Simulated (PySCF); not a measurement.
# Nuclear quadrupole coupling in `C=C(C)[SiH2]S[SiH3]`

Compound: C₃H₁₀SSi₂.
Structure used (PBE0-D3(BJ)/def2-SVP), in Å, numbered top down from 1:
```xyz
16
C3H10SSi2 angstrom
C     -1.997   -1.299   -1.274
C     -1.375   -0.312   -0.612
C     -1.905    1.090   -0.549
Si     0.229   -0.706    0.267
S      1.741    0.606   -0.548
Si     3.152    0.548    1.069
H     -1.592   -2.315   -1.319
H     -2.943   -1.127   -1.801
H     -1.170    1.805   -0.954
H     -2.843    1.197   -1.116
H     -2.095    1.397    0.493
H      0.140   -0.437    1.738
H      0.591   -2.138    0.056
H      3.511   -0.860    1.418
H      2.607    1.214    2.290
H      4.364    1.273    0.595
```

Field gradients from the PBE0/pcSseg-1 density (PySCF, non-relativistic), principal values in atomic units, ordered |Vxx| ≤ |Vyy| ≤ |Vzz|:

```json
{"atom": "S5", "Vxx": "0.3718", "Vyy": "1.3360", "Vzz": "-1.7078"}
```

Task: Find the asymmetry η = (Vxx − Vyy)/Vzz and the couplings χ = eQV/h (234.96 MHz × Q in barn × V in au), with Q(33S) = −0.0678 b.

Result: 
```tsv
atom	environment	nucleus	η	χzz (MHz)	χxx (MHz)	χyy (MHz)
S5	sulfur bonded to 2 Si	33S	0.56	27.21	-5.92	-21.28
```

Task: What is Vzz at S5 in SI units (1 au = 9.71736 × 10²¹ V/m²)?

Result: -1.7078 au = -16.595 × 10²¹ V/m².

Task: And the gradient at the other heavy atoms, for which no coupling is worked out here?

Result: 
```csv
atom,environment,Vzz (au),η
C1,terminal =CH2 carbon,0.326,0.37
C2,fully substituted alkene carbon,0.341,0.46
C3,allylic carbon,0.078,0.35
Si4,SiH2 silicon,0.525,0.12
Si6,SiH3 silicon,0.497,0.07
```

Were the hydrogens deuterons (Q(2H) = 0.00286 b), χzz would run from 91 kHz (H12) to 202 kHz (H7).

Geometry: PBE0-D3(BJ)/def2-SVP, one conformer, isolated molecule. With so small a basis the couplings can be 20 % off.

The run behind these numbers computed NMR shieldings as well. On an Arm Neoverse V1 with one thread, no GPU, on a shared host, this took 22 s of wall time.
